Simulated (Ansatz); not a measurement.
```yaml
crystal:
  periodic: [false, false, false]
  atoms:
    - {symbol: C, position_ang: [-1.034728, -0.162455, 0.800283]}
    - {symbol: Zr, position_ang: [0.878073, 0.137858, -0.679047]}
    - {symbol: Cl, position_ang: [2.815512, -1.232475, 0.403719]}
    - {symbol: Cl, position_ang: [0.121911, -0.803542, -2.991119]}
    - {symbol: Cl, position_ang: [1.331522, 2.706289, -0.714230]}
    - {symbol: H, position_ang: [-0.775160, 0.253491, 1.925517]}
    - {symbol: H, position_ang: [-1.329758, -1.351045, 0.882508]}
    - {symbol: H, position_ang: [-2.007371, 0.451877, 0.372369]}
basis:
  gaussian: {orbitals: def2-TZVPP}
magnetization: {spin_polarized: true, initial_magnetization: 1}
hamiltonian: {xc: {name: rPW86-PBE}, dispersion: d4}
```

```sh
$ ansatz run in.yaml --threads 4 --pin off --events-out ev --progress --plain --max-ram 10444MiB
```

Output, abridged:

```
Error: a molecule whose nuclei and cores have a total charge of 72 cannot have a net charge of 0 together with 1 unpaired electrons
```

Q: What is wrong with this run?

A: The number of unpaired electrons doesn't fit the electron count. The program refused the input.
